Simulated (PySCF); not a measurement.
Predicted microwave data (PBE0-D3(BJ)/def2-SVP geometry optimisation, gas phase (PySCF 2.14.0)) for one isomer of GeH6N2:

| Item | Value |
| --- | --- |
| Rotational constants | A = 14576, B = 6004, C = 4676 MHz |
| Dipole components | \|μa\| = 1.10 D, \|μb\| = 0.79 D, \|μc\| = 1.08 D |
| Inertial defect | -10.75 u·Å² |
| κ | -0.73 |

**Question.** Which structure is it? (One computed conformer of each.)
A. Ge(NH2)2H2 (`[NH2][GeH2][NH2]`)
B. `[NH2:1][GeH2:2][NH2:3]` with H–N1–Ge2–N3 -42° and 84°, N1–Ge2–N3–H 156° and -76°
C. `[NH2:1][NH:2][GeH3:3]` with H–N1–N2–Ge3 -78° and 42°

**Answer.** B. It is [NH2][GeH2][NH2], an asymmetric top. The candidates at the same level (rigid rotor, commonest isotopes):

```json
{"SMILES": "[NH2][GeH2][NH2]", "A (MHz)": "14576", "B (MHz)": "6004", "C (MHz)": "4676", "μa (D)": "1.10", "μb (D)": "0.79", "μc (D)": "1.08", "Δ (u·Å²)": "-10.75", "point group": "–", "rotor": "asymmetric top"}
{"SMILES": "[H][Ge]([H])([NH2])[NH2]", "A (MHz)": "15631", "B (MHz)": "5679", "C (MHz)": "4630", "μa (D)": "0.01", "μb (D)": "2.34", "μc (D)": "0.01", "Δ (u·Å²)": "-12.18", "point group": "near C2v", "rotor": "asymmetric top"}
{"SMILES": "N[NH][GeH3]", "A (MHz)": "28672", "B (MHz)": "3801", "C (MHz)": "3578", "μa (D)": "0.37", "μb (D)": "0.61", "μc (D)": "0.33", "Δ (u·Å²)": "-9.34", "point group": "–", "rotor": "near-prolate asymmetric top"}
```

`[H][Ge]([H])([NH2])[NH2]` has A 7 % too high; `N[NH][GeH3]` has A 97 % too high. No structure here is proved a minimum.
